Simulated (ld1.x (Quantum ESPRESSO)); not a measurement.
# Scattering properties, PAW potential for gallium

* Element: Ga (Z = 31)
* Generator: ld1.x (Quantum ESPRESSO) 7.5
* Type: PAW
* Functional: revPBE
* Relativity: non-relativistic
* Frozen core: [Ar]
* Valence charge: 13
* Reference configuration: 3d10 4s2 4p0 (charge +1)
* Partial waves: 4s (bound): rcut 1.60, rcutus 1.90 bohr; 4s channel at 1.35 Ry: rcut 1.60, rcutus 1.90 bohr; 4p (bound, empty): rcut 2.05, rcutus 2.40 bohr; 4p channel at -0.35 Ry: rcut 2.05, rcutus 2.40 bohr; 3d (bound): rcut 0.85, rcutus 1.00 bohr; 3d channel at 3.05 Ry: rcut 0.85, rcutus 1.00 bohr
* Local potential: all-electron potential smoothed inside 2.30 bohr (lloc = -1)
* Core correction: Bessel-smoothed model core inside 0.75 bohr
* Augmentation charge: PSQ, radius 0.95 bohr

The phase is arctan(r·u′/u) with u = r·R(r), unwrapped; energies in Ry, scanned from -4 to 5 Ry. A pole is an energy at which the radial function vanishes at the test radius. The pseudo phase is shifted by a multiple of π to meet the all-electron one at the reference energy, and phase errors are pseudo minus all-electron; the curves can meet again beyond the range given. Levels narrower than the energy grid can be missing from the lists of poles.

Problem. For each channel, where are the poles, and over which energies does the pseudopotential scatter like the atom?

Solution.

```
channel  radius (bohr)  reference energy (Ry)  poles, all-electron  poles, pseudo  unbroken range about the reference energy with phases within 0.05 rad  phase error 1 Ry above the reference energy (rad)
      s           2.61                  -1.17                -0.07          -0.07                                                        the whole range                                             -0.000
      p           2.61                  -0.66                 0.98           0.97                                                              below 3.4                                             -0.000
      d           2.61                  -2.05          -2.02, 2.91    -2.02, 2.91                                                        the whole range                                             +0.001
```

Phases in the s channel:

```
E (Ry)  all-electron  pseudo
 -4.00         1.324   1.324
 -3.76         1.310   1.310
 -3.52         1.294   1.294
 -3.28         1.273   1.273
 -3.04         1.247   1.247
 -2.80         1.214   1.214
 -2.56         1.168   1.168
 -2.32         1.101   1.101
 -2.08         0.994   0.994
 -1.84         0.799   0.799
 -1.60         0.386   0.386
 -1.36        -0.370  -0.370
 -1.12        -0.973  -0.973
 -0.88        -1.257  -1.257
 -0.64        -1.403  -1.403
 -0.40        -1.491  -1.491
 -0.16        -1.551  -1.551
  0.08        -1.597  -1.597
  0.32        -1.635  -1.635
  0.56        -1.669  -1.669
  0.80        -1.701  -1.701
  1.04        -1.734  -1.734
  1.28        -1.768  -1.768
  1.52        -1.808  -1.808
  1.76        -1.855  -1.855
  2.00        -1.914  -1.914
  2.24        -1.995  -1.995
  2.48        -2.113  -2.114
  2.72        -2.302  -2.304
  2.96        -2.622  -2.627
  3.20        -3.123  -3.134
  3.44        -3.649  -3.662
  3.68        -4.002  -4.011
  3.92        -4.207  -4.215
  4.16        -4.333  -4.340
  4.40        -4.417  -4.423
  4.64        -4.476  -4.482
  4.88        -4.520  -4.526
```
